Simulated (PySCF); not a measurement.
A calculated (M06-2X, PySCF 2.14, x2c-SVPall, scalar relativity by spin-free X2C-1e) atom or ion has these occupied shells.

| shell | electrons | orbital energy (eV) | rms radius, mean of both spins (bohr) |
| --- | --- | --- | --- |
| 1s α | 1 | -1867.6 | 0.129 |
| 1s β | 1 | -1867.3 | 0.129 |
| 2s α | 1 | -189.86 | 0.615 |
| 2s β | 1 | -189.37 | 0.615 |
| 2p α | 3 | -143.07 | 0.597 |
| 2p β | 3 | -142.95 | 0.597 |
| 3s α | 1 | -42.983 | 2.02 |

Name the element and its charge.

Si³⁺ (silicon, charge +3), in [Ne] 3s1, 2S determinant.
